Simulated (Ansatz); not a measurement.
Ansatz (a program for electronic structure) input (B3LYP/LANL2DZ): The .json file is the Basis Set Exchange's LANL2DZ.

Ansatz 0.2 input:
```yaml
crystal:
  periodic: [false, false, false]
  atoms:
    - {symbol: C, position_ang: [2.69632600, 0.26520300, -0.05900100]}
    - {symbol: C, position_ang: [1.36091900, 0.01069500, -0.07398100]}
    - {symbol: O, position_ang: [0.73475700, -1.07213000, -0.42679000]}
    - {symbol: O, position_ang: [0.44736900, 0.96162800, 0.31953600]}
    - {symbol: Ge, position_ang: [-1.09693300, -0.03594900, 0.04982200]}
    - {symbol: H, position_ang: [3.39216700, -0.49866400, -0.37293400]}
    - {symbol: H, position_ang: [3.06621800, 1.22645800, 0.26483100]}
    - {symbol: H, position_ang: [-1.48024800, -1.17765700, 1.03339200]}
    - {symbol: H, position_ang: [-1.61878800, -0.30813700, -1.38941900]}
    - {symbol: H, position_ang: [-2.05796200, 1.13700900, 0.52573700]}
basis:
  gaussian:
    orbitals: LANL2DZ.json
hamiltonian:
  xc: {name: B3LYP}
total_charge: -1
relax: {f_tol: 0.003, max_steps: 120}
```

Output:

```
Functional definition: B3LYP
integrals: 0.02 GiB planned
837 factors; integrals over basis functions are off by at most 3.5e-4 eV
mean field: 0.18 GiB planned
mean field evaluation 1: about -6347.2875 eV, gradient 4.3e1 eV
mean field evaluation 2: about -6342.9164 eV, gradient 5.9e1 eV
mean field evaluation 4: about -6351.9774 eV, gradient 2.6e0 eV
mean field evaluation 8: about -6352.0611 eV, gradient 7.0e-2 eV
mean field evaluation 16: about -6352.0611 eV, gradient 1.3e-5 eV
mean field -6352.06106902 eV, -233.4339387048 hartree, gradient 1.3e-5 eV, S^2 0.000000; 0 other end points of the search recorded, 0 dependent functions left out
the calculation of the forces begins
reference -6352.06132228 eV, -233.4339480118 hartree; 19, 19 occupied and 35, 35 virtual orbitals, 837 factors
relax step   1: F+E_penalty+E_count = -6352.06106902 eV  Δ(F+E_penalty+E_count) = +0.000e0 eV  max|allowed force component| = 2.311e0 eV/Å  Δτ_max = 0.0000 Å  (28 SCF iters, accepted)
these checks for a lower state are left out or cut short: starts, cluster_reference, orbital_swaps, neighbouring_geometries, increment
integrals: 0.02 GiB planned
837 factors; integrals over basis functions are off by at most 3.5e-4 eV
mean field: 0.18 GiB planned
mean field -6352.16680049 eV, -233.4378242647 hartree, gradient 1.5e-5 eV, S^2 0.000000; 0 other end points of the search recorded, 0 dependent functions left out
the calculation of the forces begins
reference -6352.16705370 eV, -233.4378335699 hartree; 19, 19 occupied and 35, 35 virtual orbitals, 837 factors
relax step   2: F+E_penalty+E_count = -6352.16680049 eV  Δ(F+E_penalty+E_count) = -1.057e-1 eV  max|allowed force component| = 1.034e0 eV/Å  Δτ_max = 0.0584 Å  (32 SCF iters, accepted)
these checks for a lower state are left out or cut short: starts, cluster_reference, orbital_swaps, neighbouring_geometries, increment
integrals: 0.02 GiB planned
837 factors; integrals over basis functions are off by at most 3.5e-4 eV
mean field: 0.18 GiB planned
mean field evaluation 32: about -6352.1851 eV, gradient 1.6e-5 eV
mean field -6352.18508370 eV, -233.4384961605 hartree, gradient 1.6e-5 eV, S^2 0.000000; 0 other end points of the search recorded, 0 dependent functions left out
the calculation of the forces begins
reference -6352.18533718 eV, -233.4385054756 hartree; 19, 19 occupied and 35, 35 virtual orbitals, 837 factors
relax step   3: F+E_penalty+E_count = -6352.18508370 eV  Δ(F+E_penalty+E_count) = -1.828e-2 eV  max|allowed force component| = 1.759e-1 eV/Å  Δτ_max = 0.0305 Å  (32 SCF iters, accepted)
these checks for a lower state are left out or cut short: starts, cluster_reference, orbital_swaps, neighbouring_geometries, increment
integrals: 0.02 GiB planned
837 factors; integrals over basis functions are off by at most 3.5e-4 eV
mean field: 0.18 GiB planned
mean field -6352.18693334 eV, -233.4385641333 hartree, gradient 1.1e-5 eV, S^2 0.000000; 0 other end points of the search recorded, 0 dependent functions left out
the calculation of the forces begins
reference -6352.18718673 eV, -233.4385734453 hartree; 19, 19 occupied and 35, 35 virtual orbitals, 837 factors
relax step   4: F+E_penalty+E_count = -6352.18693334 eV  Δ(F+E_penalty+E_count) = -1.850e-3 eV  max|allowed force component| = 4.788e-2 eV/Å  Δτ_max = 0.0198 Å  (27 SCF iters, accepted)
these checks for a lower state are left out or cut short: starts, cluster_reference, orbital_swaps, neighbouring_geometries, increment
integrals: 0.02 GiB planned
837 factors; integrals over basis functions are off by at most 3.5e-4 eV
mean field: 0.18 GiB planned
mean field -6352.18708978 eV, -233.4385698825 hartree, gradient 1.6e-5 eV, S^2 0.000000; 0 other end points of the search recorded, 0 dependent functions left out
the calculation of the forces begins
reference -6352.18734336 eV, -233.4385792014 hartree; 19, 19 occupied and 35, 35 virtual orbitals, 837 factors
relax step   5: F+E_penalty+E_count = -6352.18708978 eV  Δ(F+E_penalty+E_count) = -1.564e-4 eV  max|allowed force component| = 4.593e-2 eV/Å  Δτ_max = 0.0061 Å  (33 SCF iters, accepted)
these checks for a lower state are left out or cut short: starts, cluster_reference, orbital_swaps, neighbouring_geometries, increment
integrals: 0.02 GiB planned
837 factors; integrals over basis functions are off by at most 3.5e-4 eV
mean field: 0.18 GiB planned
mean field -6352.18724341 eV, -233.4385755281 hartree, gradient 9.1e-6 eV, S^2 0.000000; 0 other end points of the search recorded, 0 dependent functions left out
the calculation of the forces begins
reference -6352.18749701 eV, -233.4385848476 hartree; 19, 19 occupied and 35, 35 virtual orbitals, 837 factors
relax step   6: F+E_penalty+E_count = -6352.18724341 eV  Δ(F+E_penalty+E_count) = -1.536e-4 eV  max|allowed force component| = 2.194e-2 eV/Å  Δτ_max = 0.0029 Å  (27 SCF iters, accepted)
these checks for a lower state are left out or cut short: starts, cluster_reference, orbital_swaps, neighbouring_geometries, increment
integrals: 0.02 GiB planned
837 factors; integrals over basis functions are off by at most 3.5e-4 eV
mean field: 0.18 GiB planned
mean field -6352.18727796 eV, -233.4385767979 hartree, gradient 2.4e-5 eV, S^2 0.000000; 0 other end points of the search recorded, 0 dependent functions left out
the calculation of the forces begins
reference -6352.18753168 eV, -233.4385861219 hartree; 19, 19 occupied and 35, 35 virtual orbitals, 837 factors
relax step   7: F+E_penalty+E_count = -6352.18727796 eV  Δ(F+E_penalty+E_count) = -3.455e-5 eV  max|allowed force component| = 1.077e-2 eV/Å  Δτ_max = 0.0039 Å  (25 SCF iters, accepted)
these checks for a lower state are left out or cut short: starts, cluster_reference, orbital_swaps, neighbouring_geometries, increment
integrals: 0.02 GiB planned
837 factors; integrals over basis functions are off by at most 3.5e-4 eV
mean field: 0.18 GiB planned
mean field evaluation 64: about -6352.1873 eV, gradient 5.3e-5 eV
mean field -6352.18728319 eV, -233.4385769901 hartree, gradient 5.3e-5 eV, S^2 0.000000; 0 other end points of the search recorded, 0 dependent functions left out
the calculation of the forces begins
reference -6352.18753693 eV, -233.4385863148 hartree; 19, 19 occupied and 35, 35 virtual orbitals, 837 factors
relax step   8: F+E_penalty+E_count = -6352.18728319 eV  Δ(F+E_penalty+E_count) = -5.230e-6 eV  max|allowed force component| = 6.820e-3 eV/Å  Δτ_max = 0.0010 Å  (21 SCF iters, accepted)
these checks for a lower state are left out or cut short: starts, cluster_reference, orbital_swaps, neighbouring_geometries, increment
integrals: 0.02 GiB planned
837 factors; integrals over basis functions are off by at most 3.5e-4 eV
mean field: 0.18 GiB planned
mean field -6352.18728594 eV, -233.4385770910 hartree, gradient 3.0e-5 eV, S^2 0.000000; 0 other end points of the search recorded, 0 dependent functions left out
the calculation of the forces begins
reference -6352.18753966 eV, -233.4385864151 hartree; 19, 19 occupied and 35, 35 virtual orbitals, 837 factors
relax step   9: F+E_penalty+E_count = -6352.18728594 eV  Δ(F+E_penalty+E_count) = -2.745e-6 eV  max|allowed force component| = 7.212e-4 eV/Å  Δτ_max = 0.0005 Å  (21 SCF iters, accepted)
integrals: 0.02 GiB planned
837 factors; integrals over basis functions are off by at most 3.5e-4 eV
mean field: 0.18 GiB planned
mean field -6352.18728594 eV, -233.4385770910 hartree, gradient 3.0e-5 eV, S^2 0.000000; 1 other end points of the search recorded, 0 dependent functions left out
the calculation of the forces begins
reference -6352.18753966 eV, -233.4385864151 hartree; 19, 19 occupied and 35, 35 virtual orbitals, 837 factors
Total energy: -6352.18753966 eV, -233.4385864151 hartree
Atom 0 at     2.746489     0.271290    -0.059662 Å, force     0.000138     0.000064    -0.000285 eV/Å
Atom 1 at     1.402364     0.019846    -0.073141 Å, force    -0.000300    -0.000103     0.000721 eV/Å
Atom 2 at     0.719439    -1.084328    -0.430339 Å, force    -0.000100    -0.000098    -0.000198 eV/Å
Atom 3 at     0.438869     0.985118     0.328396 Å, force     0.000037     0.000019    -0.000125 eV/Å
Atom 4 at    -1.125682    -0.042249     0.049218 Å, force    -0.000115     0.000054    -0.000165 eV/Å
Atom 5 at     3.445683    -0.496191    -0.375060 Å, force     0.000186    -0.000083    -0.000044 eV/Å
Atom 6 at     3.122082     1.235512     0.264918 Å, force    -0.000067     0.000090     0.000039 eV/Å
Atom 7 at    -1.541544    -1.189011     1.024411 Å, force     0.000147     0.000095     0.000014 eV/Å
Atom 8 at    -1.679257    -0.324844    -1.383505 Å, force     0.000034     0.000073     0.000061 eV/Å
Atom 9 at    -2.084619     1.133314     0.525957 Å, force     0.000040    -0.000111    -0.000018 eV/Å
Dipole moment:    -0.711055     0.005951     0.042820 e Å
```

The dipole moment of an ion depends on the origin.

The geometry given is a B3LYP-D3(BJ)/def2-TZVP minimum.
